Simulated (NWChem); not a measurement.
System: GaN2H4F; SMILES [NH2][Ga]([NH2])[F]

Here is an NWChem input.

```
start job
memory heap 200 mb stack 900 mb global 1100 mb
geometry units angstroms noautosym nocenter noautoz
  Ga     0.000000     0.000000     0.029514
  F      0.000000     0.000000     1.787173
  N     -1.621659     0.049853    -0.756087
  H     -1.752104     0.276205    -1.733473
  H     -2.448875     0.255140    -0.209720
  N      1.621659    -0.049853    -0.756087
  H      1.752104    -0.276205    -1.733473
  H      2.448875    -0.255140    -0.209720
end
basis spherical
  * library def2-svpd
end
dft
  xc b3lyp
  iterations 150
end
property
  response 1 0.0
end
task dft property
```

Parts of the log:

```
             Northwest Computational Chemistry Package (NWChem) 7.3.0
             --------------------------------------------------------

                             Geometry "geometry" -> ""
                             -------------------------

 Output coordinates in angstroms (scale by  1.889725989 to convert to a.u.)

  No.       Tag          Charge          X              Y              Z
 ---- ---------------- ---------- -------------- -------------- --------------
    1 Ga                  31.0000     0.00000000     0.00000000     0.02951400
    2 F                    9.0000     0.00000000     0.00000000     1.78717300
    3 N                    7.0000    -1.62165900     0.04985300    -0.75608700
    4 H                    1.0000    -1.75210400     0.27620500    -1.73347300
    5 H                    1.0000    -2.44887500     0.25514000    -0.20972000
    6 N                    7.0000     1.62165900    -0.04985300    -0.75608700
    7 H                    1.0000     1.75210400    -0.27620500    -1.73347300
    8 H                    1.0000     2.44887500    -0.25514000    -0.20972000

 Effective nuclear repulsion energy (a.u.)     292.9630611114

                              NWChem Property Module
                              ----------------------

                                 NWChem DFT Module
                                 -----------------

 Summary of "ao basis" -> "ao basis" (spherical)
 ------------------------------------------------------------------------------
       Tag                 Description            Shells   Functions and Types
 ---------------- ------------------------------  ------  ---------------------
 Ga                        def2-svpd                14       38   6s4p4d
 F                         def2-svpd                 9       23   4s3p2d
 N                         def2-svpd                 8       20   4s2p2d
 H                         def2-svpd                 4        8   2s2p

            General Information
            -------------------
          SCF calculation type: DFT
          Wavefunction type:  closed shell.
          No. of atoms     :     8
          No. of electrons :    58
           Alpha electrons :    29
            Beta electrons :    29
          Charge           :     0
          Spin multiplicity:     1
          Use of symmetry is: off; symmetry adaption is: off
          Maximum number of iterations: 150
          AO basis - number of functions:   133
                     number of shells:    55
          Convergence on energy requested:  1.00D-06
          Convergence on density requested:  1.00D-05
          Convergence on gradient requested:  5.00D-04

              XC Information
              --------------
                         B3LYP Method XC Potential
                     Hartree-Fock (Exact) Exchange  0.200
                        Slater Exchange Functional  0.800 local
                    Becke 1988 Exchange Functional  0.720 non-local
              Lee-Yang-Parr Correlation Functional  0.810
                  VWN I RPA Correlation Functional  0.190 local

             Grid Information
             ----------------
          Grid used for XC integration:  medium
          Radial quadrature: Mura-Knowles
          Angular quadrature: Lebedev.
          Tag              B.-S. Rad. Rad. Pts. Rad. Cut. Ang. Pts.
          ---              ---------- --------- --------- ---------
          Ga                  1.30      112           9.0       590
          F                   0.50       49          11.0       434
          N                   0.65       49          11.0       434
          H                   0.35       45          12.0       434
          Grid pruning is: on
          Number of quadrature shells:   439
          Spatial weights used:  Erf1

      Superposition of Atomic Density Guess
      -------------------------------------

 Sum of atomic energies:       -2132.75941996

      Non-variational initial energy
      ------------------------------

 Total energy =   -2133.897518
 1-e energy   =   -3556.356358
 2-e energy   =    1129.495779
 HOMO         =      -0.345565
 LUMO         =      -0.043328

   convergence    iter        energy       DeltaE   RMS-Dens  Diis-err
 ---------------- ----- ----------------- --------- --------- ---------
 d= 0,ls=0.0,diis     1  -2136.2583960174 -2.43D+03  2.07D-02  8.95D-01
 d= 0,ls=0.0,diis     2  -2136.1534714729  1.05D-01  6.51D-03  2.31D+00
 d= 0,ls=0.0,diis     3  -2136.3599045913 -2.06D-01  1.35D-03  4.09D-02
 d= 0,ls=0.0,diis     4  -2136.3609341900 -1.03D-03  7.56D-04  2.10D-02
 d= 0,ls=0.0,diis     5  -2136.3628346417 -1.90D-03  1.70D-04  7.96D-04
  Resetting Diis
 d= 0,ls=0.0,diis     6  -2136.3629068732 -7.22D-05  9.27D-05  5.63D-05
 d= 0,ls=0.0,diis     7  -2136.3629097661 -2.89D-06  1.16D-05  4.18D-07
 d= 0,ls=0.0,diis     8  -2136.3629097636  2.53D-09  6.65D-06  4.82D-07

         Total DFT energy =    -2136.362909763577
      One electron energy =    -3558.678658726061
           Coulomb energy =     1230.307649135584
    Exchange-Corr. energy =     -100.954961284528
 Nuclear repulsion energy =      292.963061111428

 Numeric. integr. density =       57.999999202459

                       DFT Final Molecular Orbital Analysis
                       ------------------------------------

 Vector   27  Occ=2.000000D+00  E=-3.636820D-01
              MO Center= -1.1D-08,  1.2D-11,  1.0D+00, r^2= 2.6D+00
   Bfn.  Coefficient  Atom+Function         Bfn.  Coefficient  Atom+Function
  ----- ------------  ---------------      ----- ------------  ---------------
    43      0.552488  2 F  px                46     -0.359455  2 F  px
    66      0.183570  3 N  px               102      0.183570  6 N  px
    13      0.145500  1 Ga px                22     -0.144414  1 Ga d  1
    49     -0.117681  2 F  px                65      0.108591  3 N  s
   101     -0.108592  6 N  s                 16      0.097824  1 Ga px

 Vector   28  Occ=2.000000D+00  E=-2.878489D-01
              MO Center=  1.1D-07, -2.3D-09, -6.3D-01, r^2= 3.6D+00
   Bfn.  Coefficient  Atom+Function         Bfn.  Coefficient  Atom+Function
  ----- ------------  ---------------      ----- ------------  ---------------
    67      0.364547  3 N  py               103      0.364547  6 N  py
    70     -0.251578  3 N  py               106     -0.251578  6 N  py
    65      0.204884  3 N  s                101     -0.204884  6 N  s
    14     -0.154099  1 Ga py                44     -0.128016  2 F  py
    17     -0.125755  1 Ga py                66      0.091515  3 N  px

 Vector   29  Occ=2.000000D+00  E=-2.650712D-01
              MO Center= -1.1D-07,  1.5D-09, -7.4D-01, r^2= 3.7D+00
   Bfn.  Coefficient  Atom+Function         Bfn.  Coefficient  Atom+Function
  ----- ------------  ---------------      ----- ------------  ---------------
    67      0.406308  3 N  py               103     -0.406308  6 N  py
    70     -0.283568  3 N  py               106      0.283568  6 N  py
    65      0.257958  3 N  s                101      0.257958  6 N  s
     5     -0.181119  1 Ga s                  4     -0.102810  1 Ga s
    19     -0.097900  1 Ga d -2              91     -0.094763  5 H  s

 Vector   30  Occ=0.000000D+00  E=-3.806298D-02
              MO Center=  2.9D-08, -3.8D-09, -3.8D-01, r^2= 8.4D+00
   Bfn.  Coefficient  Atom+Function         Bfn.  Coefficient  Atom+Function
  ----- ------------  ---------------      ----- ------------  ---------------
     6      1.377075  1 Ga s                  5     -0.689688  1 Ga s
    65      0.441704  3 N  s                101      0.441704  6 N  s
     4      0.382371  1 Ga s                 83     -0.260788  4 H  s
   119     -0.260788  7 H  s                 63     -0.218485  3 N  s
    99     -0.218485  6 N  s                 64     -0.194235  3 N  s

 Vector   31  Occ=0.000000D+00  E= 1.283106D-02
              MO Center=  9.3D-09,  4.4D-09, -1.1D-02, r^2= 3.9D+00
   Bfn.  Coefficient  Atom+Function         Bfn.  Coefficient  Atom+Function
  ----- ------------  ---------------      ----- ------------  ---------------
    17      0.907382  1 Ga py                65      0.649805  3 N  s
   101     -0.649805  6 N  s                 14      0.412252  1 Ga py
    83     -0.279039  4 H  s                119      0.279039  7 H  s
    91     -0.231974  5 H  s                127      0.231974  8 H  s
    67      0.211749  3 N  py               103      0.211749  6 N  py

 Vector   32  Occ=0.000000D+00  E= 3.435165D-02
              MO Center=  1.8D-07, -6.2D-08, -9.1D-01, r^2= 7.5D+00
   Bfn.  Coefficient  Atom+Function         Bfn.  Coefficient  Atom+Function
  ----- ------------  ---------------      ----- ------------  ---------------
     5      2.323353  1 Ga s                 18      1.408222  1 Ga pz
     6     -1.251176  1 Ga s                 42     -1.121706  2 F  s
    51      0.770684  2 F  pz                83      0.763177  4 H  s
   119      0.763178  7 H  s                 65     -0.530924  3 N  s
   101     -0.530925  6 N  s                 89      0.379301  4 H  pz

     Multipole analysis of the density
     ---------------------------------

[...]

 DFT Linear Response polarizability / au
 Frequency  =       0.0000000 / au
              X              Y              Z
 -----------------------------------------------
 X      51.9003489     -0.1711633     -0.0000001
 Y      -0.1711680     37.0589280     -0.0000001
 Z      -0.0000001     -0.0000001     42.8895309
 -----------------------------------------------
 Eigenvalues =      51.9023226     37.0569543     42.8895309
 Isotropic   =      43.9496026
 Anisotropic =      12.9544264
 -----------------------------------------------

 Magnetic Dipole Response Matrix (nonzero elements):

 Exiting AOResponse driver routine
```

Level: B3LYP/def2-SVPD. All runs use the structure optimised with PBE0/def2-SVP. B3LYP is NWChem's, with the RPA form of VWN correlation.
